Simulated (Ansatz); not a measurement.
Ansatz (a quantum-chemistry and plane-wave program) input:
A basis named .json is the Basis Set Exchange file of that set.

Ansatz 0.2 input:
```yaml
crystal:
  periodic: [false, false, false]
  atoms:
    - {symbol: Cd, position_ang: [0.00000000, 0.00000000, 0.00000000]}
    - {symbol: I, position_ang: [-0.00000000, -0.00000000, -2.61217278]}
    - {symbol: I, position_ang: [0.00000000, 0.00000000, 2.61217278]}
basis:
  gaussian:
    orbitals: def2-QZVPPD.json
hamiltonian:
  xc: hf
```

**Question.** Predict the final energy.

**Answer.** -760.32680 Eh (HF/def2-QZVPPD). The basis has 270 functions.
